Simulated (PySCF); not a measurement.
All values below come from PBE-D3(BJ)/def2-TZVP // r2SCAN-D4/def2-TZVP run with PySCF 2.14.0. Isolated molecules, 0 K electronic values unless said otherwise. One relaxed conformer stands for a flexible species; it need not be the lowest. Excitations are Tamm–Dancoff values on a coarser integration grid. The basis has no diffuse functions, so Rydberg states are missing or too high.

Reference species (SMILES): `C=C(C)N` (neutral, multiplicity 1).

| Item | Value |
|---|---|
| S1 excitation (TDA) | 5.03 eV |
| S1–T1 gap (TDA) | 0.96 eV |

Changed species: `C/C=C/N`.

What does the change do to the S1 excitation (TDA) and S1–T1 gap (TDA)?

the S1 excitation (TDA) goes up by 0.06 eV, to 5.09 eV; the S1–T1 gap (TDA) increases by 0.12 eV, to 1.08 eV.
